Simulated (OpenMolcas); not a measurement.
Kr³⁺: terms and fine structure

| Quantity | Value |
| --- | --- |
| Program | OpenMolcas |
| Method | SS-RASPT2, IPEA 0.25 Eh, imaginary shift 0.1 Eh (closed shells correlated: 3d) |
| Basis | ANO-RCC-VTZP [6s5p3d1f] |
| Scalar Hamiltonian | DKH2, point nucleus |
| Active space | 5 electrons in 9 orbitals (RAS2 4s 4p; RAS3 4d, at most 2 electrons) |
| State averaging | 2S+1 = 4 odd, 1 root; 2S+1 = 2 odd, 11 roots; 2S+1 = 4 even, 3 roots; 2S+1 = 2 even, 9 roots |
| Spin-orbit coupling | state interaction with AMFI integrals over the reference wave functions, term energies averaged over their components |

Spin-free terms above the lowest, with the occupations of the reference:

```tsv
Configuration	Term	E (cm-1)	Occupations
4s2 4p3	4S*	0.0	4s 1.97 4p 2.99 4d 0.04
4s2 4p3	2D*	19280	4s 1.97 4p 2.98 4d 0.05
4s2 4p3	2P*	32150	4s 1.95 4p 3.00 4d 0.05
4s 4p4	4P	119140	4s 1.09 4p 3.77 4d 0.14
4s 4p4	2D	146600	4s 1.22 4p 3.52 4d 0.27
```

With spin-orbit coupling, above the lowest level:

```json
{"Configuration": "4s2 4p3", "Term": "4S*", "J": "3/2", "E (cm-1)": "0.0", "Measured (cm-1)": "0.0", "g": "1.991", "Term weight %": "98"}
{"Configuration": "4s2 4p3", "Term": "2D*", "J": "3/2", "E (cm-1)": "18460", "Measured (cm-1)": "17038", "g": "0.848", "Term weight %": "92"}
{"Configuration": "4s2 4p3", "Term": "2D*", "J": "5/2", "E (cm-1)": "19790", "Measured (cm-1)": "18700", "g": "1.200", "Term weight %": "100"}
{"Configuration": "4s2 4p3", "Term": "2P*", "J": "1/2", "E (cm-1)": "32710", "Measured (cm-1)": "31056", "g": "0.666", "Term weight %": "100"}
{"Configuration": "4s2 4p3", "Term": "2P*", "J": "3/2", "E (cm-1)": "34480", "Measured (cm-1)": "33406", "g": "1.298", "Term weight %": "90"}
{"Configuration": "4s 4p4", "Term": "4P", "J": "5/2", "E (cm-1)": "117510", "Measured (cm-1)": "118762", "g": "1.598", "Term weight %": "99"}
{"Configuration": "4s 4p4", "Term": "4P", "J": "3/2", "E (cm-1)": "120830", "Measured (cm-1)": "122426", "g": "1.733", "Term weight %": "100"}
{"Configuration": "4s 4p4", "Term": "4P", "J": "1/2", "E (cm-1)": "122440", "Measured (cm-1)": "124110", "g": "2.666", "Term weight %": "99"}
{"Configuration": "4s 4p4", "Term": "2D", "J": "3/2", "E (cm-1)": "146860", "Measured (cm-1)": "145773", "g": "0.809", "Term weight %": "98"}
{"Configuration": "4s 4p4", "Term": "2D", "J": "5/2", "E (cm-1)": "147390", "Measured (cm-1)": "146645", "g": "1.204", "Term weight %": "99"}
```

Against the 9 measured excited levels shown (Saloman, J. Phys. Chem. Ref. Data 36, 215 (2007)) the mean absolute deviation is 1300 cm-1; the largest miss in energy is 4s 4p4 4P 1/2: computed 122440, measured 124110 cm-1 (-1.3 %), and the largest in proportion 4s2 4p3 2D* 3/2 (+8.3 %).

Spin-orbit coupling puts the lowest level 511 cm-1 below the lowest spin-free term.

Term energies are means over components that CASPT2 splits; among the terms shown or strongly mixed into the levels shown the widest spread is 55 cm-1 (4s 4p4 2D). The run also gave levels led by 4s2 4p2 4d, which use shells meant for correlation; these and all levels above them are left out. Some terms mix strongly with configurations of 4d, whose occupation reaches 0.27 (4s 4p4 2D). Computed and measured levels are paired by configuration, term and J; levels that our copy of the source lacks, or whose pairing is in doubt (as where it misses far off the trend of its configuration), stay unpaired and out of the deviations. Levels of configurations outside the active space are missing. The first state left out of the spin-orbit step lies near 200000 cm-1 above the lowest spin-free state of the reference (among the parities and spins computed), and the list stops at four fifths of that energy or lower.

The term weight is that of the spin-free term in the level, not the purity of its configuration. * marks odd parity.
